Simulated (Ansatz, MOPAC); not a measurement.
Bond stretch in NLi, lowest singlet found (which spin is the ground state isn't settled by this scan).

Methods: PM7, restricted, heats of formation (MOPAC); AM1, restricted, heats of formation (MOPAC); FCI = full CI/aug-cc-pVDZ, frozen core (Ansatz, a first-principles code).

Energies relative to the lowest point of each curve between 1.66 and 2.35 Å, where full CI is lowest, in kJ/mol; the last columns give the difference from FCI:

```tsv
R / Å	PM7	AM1	FCI	PM7 − FCI	AM1 − FCI
1.66	5.0	20.6	29.6	-24.5	-8.9
1.72	0.9	7.9	15.0	-14.1	-7.2
1.79	0.0	0.2	5.0	-5.0	-4.8
1.89	4.5	0.0	0.0	4.5	0.0
1.95	9.9	4.8	1.0	9.0	3.9
2.03	19.6	15.8	5.5	14.0	10.2
2.07	25.2	22.8	8.9	16.3	13.9
2.16	39.5	41.6	18.5	21.1	23.1
2.23	51.8	58.3	27.2	24.5	31.1
2.35	74.2	89.7	44.0	30.2	45.7
2.52	107.1	136.6	69.3	37.8	67.2
2.69	139.5	182.5	94.6	45.0	87.9
2.93	182.4	241.6	127.9	54.5	113.7
3.20	225.0	297.0	160.2	64.8	136.8
3.53	268.9	349.4	190.8	78.0	158.6
3.95	313.1	397.2	215.1	97.9	182.0
4.40	349.3	432.6	227.4	121.9	205.2
4.93	381.5	461.7	232.9	148.7	228.8
5.78	418.4	492.4	235.2	183.1	257.2
6.77	448.2	—	235.8	212.4	—
```

PM7 is furthest from FCI at 6.77 (212.4 kJ/mol, above); its mean absolute difference over the points is 60.4 kJ/mol.

AM1 is furthest from FCI at 5.78 (257.2 kJ/mol, above); its mean absolute difference over the points is 83.5 kJ/mol.

Dashes: no converged value, or the column stops at the first point that the program doubted or that broke a chosen test of continuity, which isn't proof of a fault.

The scan ran from 1.42 to 6.77 Å; beyond the distances shown full CI changes its symmetry label. The restricted form behind PM7, AM1 keeps the bonding electrons paired and can't separate into open-shell fragments. Also computed but left out beside FCI, since their determinant holds another spin at the minimum (<S²> over 0.7 above the pure value): UHF, UMP2, UCCSD, UCCSD(T), UCCSDT, UCCSDT(Q), UKS-B3LYP, UKS-CAM-B3LYP, UKS-PBE, UKS-B3LYP/6-31G*, UHF/STO-3G, UKS-B3LYP/LANL2DZ, UHF/3-21G.
